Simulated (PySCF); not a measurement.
# C₆ coefficients of unlike pairs at UHF

Calculated with PySCF 2.14 from the dipole response of each species, C₆(A,B) = (3/π) ∫ α_A(iu) α_B(iu) du, in atomic units, from isotropic polarisabilities. For ions this is the dispersion term alone; charge-induced terms of lower order in 1/R come first.

| species | configuration | basis | relativity | α (bohr³) | C₆ (like pair) |
| --- | --- | --- | --- | --- | --- |
| B²⁺ | [He] 2s1 (2S) | dyall-acv3z (15s9p4d2f) | spin-free X2C | 7.933 | 11.14 |
| Sc²⁺ | [Ar] 3d1 (2D) | def2-QZVPPD (11s6p5d3f2g) | none | 4.392 | 13.18 |
| Cs | [Xe] 6s1 (2S) | aug-cc-pVQZ-X2C (10s9p7d4f2g) | spin-free X2C | 662.3 | 14040 |
| Sb⁻ | [Kr] 4d10 5s2 5p4 (3P) | aug-cc-pVTZ-PP with one added diffuse shell each of d, f type with ECP28MDF (6s5p5d3f) | core potential | 128.9 | 2007 |

**Question.** Estimate C₆ for Sb⁻ with Cs.

**Answer.** The integral gives 4401. The combination rule 2 C_A C_B / (C_A α_B/α_A + C_B α_A/α_B) gives 4321 and the geometric mean 5308.

No spin-orbit coupling is included.

The other pairs:

```tsv
pair	C₆
Sb⁻, Sc²⁺	123.9
Sc²⁺, B²⁺	9.786
Cs, B²⁺	299.2
Cs, Sc²⁺	203.7
Sb⁻, B²⁺	148.2
```
